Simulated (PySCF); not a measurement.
Sn(H)3(SMe) (CH6SSn), SMILES C[S][SnH3].

Geometry optimised at B3LYP-D3(BJ)/def2-SVP. The def2 effective core potentials stand for the cores of Sn; spin–orbit coupling is left out.

Calculation: M06-2X/def2-TZVPD run with PySCF.

The molecule is in vacuum.

Problem. Estimate the frontier levels, gap, dipole moment and polarisability. (An estimate is asked for; the answer gives what the named calculation found.)

Solution. 
- highest occupied level = -7.88 eV
- lowest empty level = -0.05 eV
- orbital gap = 7.83 eV
- dipole moment = 1.60 D
- quadrupole, principal values (traceless, Buckingham form, about the centre of nuclear charge) = -4.46, -2.40, 6.86 D·Å
- mean static polarisability = 79.5 bohr³ (11.77 Å³)
- polarisability, principal values = 67.8, 75.2, 95.4 bohr³
